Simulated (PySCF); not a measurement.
**How methods differ on the ionisation energy of P²⁺**

P²⁺ [Ne] 3s2 3p1 (2P) → P³⁺ [Ne] 3s2 (1S), as a difference of total energies. Calculation: PySCF 2.14, in aug-cc-pwCVTZ; no relativity, point nucleus. Correlated levels: nothing frozen. The calculations carry no spin-orbit coupling.

```json
{"method": "UHF", "ionisation energy (eV)": "29.584", "plus first-order spin-orbit estimate": "29.624", "error of that sum (eV)": "-0.579"}
{"method": "MP2 (all electrons)", "ionisation energy (eV)": "29.932", "plus first-order spin-orbit estimate": "29.972", "error of that sum (eV)": "-0.231"}
{"method": "SCS-MP2 (all electrons)", "ionisation energy (eV)": "29.914", "plus first-order spin-orbit estimate": "29.955", "error of that sum (eV)": "-0.248"}
{"method": "CCSD (all electrons)", "ionisation energy (eV)": "30.061", "plus first-order spin-orbit estimate": "30.102", "error of that sum (eV)": "-0.101"}
{"method": "CCSD(T) (all electrons)", "ionisation energy (eV)": "30.086", "plus first-order spin-orbit estimate": "30.126", "error of that sum (eV)": "-0.077"}
```

Reference: 30.203 eV (measured; NIST Atomic Spectra Database, ionization energies).

A first-order spin-orbit estimate (lowest level to lowest level, LS coupling) adds 0.041 eV.

Errors of the correlated levels include the incompleteness of this basis.
